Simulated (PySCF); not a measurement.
Computed shifts of a molecule C2H3Cl2FSi, PBE/pcSseg-1 (PySCF), GIAO, gas phase, atoms alike by connectivity averaged where their shifts nearly agree, in ppm (number of nuclei): ¹⁹F: -123.9 (1). ¹³C: 175.0 (1), 134.0 (1). ²⁹Si: -25.8 (1). ¹H: 6.93 (1), 5.93 (1), 5.49 (1). References: ¹⁹F against CFCl3 (σ = 133.6 ppm); ¹³C against TMS (σ = 182.0 ppm); ³⁵Cl against HCl (σ = 936.5 ppm); ²⁹Si against TMS (σ = 335.4 ppm); ¹H against TMS (σ = 31.49 ppm), references at their B3LYP-D3(BJ)/def2-TZVP geometries, non-relativistic (without spin–orbit terms, shifts of atoms bonded to Cl or Br come out too high). Geometry: PBE0-D3(BJ)/def2-SVP. Other conformers were not sampled.

Task: Which structure fits?
A) F/C(Cl)=C(\[SiH3])Cl
B) F/C=C(/Cl)[SiH2]Cl
C) F/C(=C/Cl)[SiH2]Cl
D) F[SiH2]C=C(Cl)Cl

Result: C, F/C(=C/Cl)[SiH2]Cl
